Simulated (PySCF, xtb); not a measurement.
InF2I, SMILES [F][In]([I])[F].

Harmonic wavenumbers (cm⁻¹) from xtb with GFN2-xTB at its own minimum, in rising order: 63, 82, 90, 214, 340, 357.

**Question.** What does PySCF 2.14.0 with r2SCAN-D4/def2-SVP give at its own minimum? (An estimate is asked for; the answer gives what the named calculation found.)

**Answer.** 82, 116, 126, 213, 612, 632. Paired by order, the mean absolute difference is 106 cm⁻¹ and the zero-point energies are 1.6 and 2.5 kcal/mol.
